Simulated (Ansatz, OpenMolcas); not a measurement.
## BBrF2 (SMILES FB(F)Br): the vertical energy of the triplet above the singlet from total energies

The species is BBrF2 (4 atoms), meant as a singlet with charge 0. SMILES: `FB(F)Br`. Geometry: relaxed at PBE0-D4/def2-TZVP.

Both states at this one shape; open shells run unrestricted unless said. 1 Eh = 27.2114 eV.

```tsv
level	program	singlet BBrF2 (Eh)	triplet BBrF2 (Eh)
M06-2X/aug-cc-pVDZ	OpenMolcas	-2798.822046	-2798.555981
wB97X/aug-cc-pVDZ	Ansatz	-2798.820177	-2798.552219
MP2/aug-cc-pVDZ, 12 core orbitals frozen	Ansatz	-2796.753439	-2796.473729
```

Problem. Work out the vertical gap, second state less first, at each level.

Solution. 
1. M06-2X/aug-cc-pVDZ: -2798.555981 − (-2798.822046) = 0.266065 Eh = 7.24 eV.
2. wB97X/aug-cc-pVDZ: -2798.552219 − (-2798.820177) = 0.267958 Eh = 7.29 eV.
3. MP2/aug-cc-pVDZ: -2796.473729 − (-2796.753439) = 0.279710 Eh = 7.61 eV.

No measured value is set beside it here; the levels span 7.24 to 7.61 eV. Spin-orbit coupling, which splits open shells on such heavy atoms by tenths of an eV, is left out. All-electron rows are non-relativistic unless named.
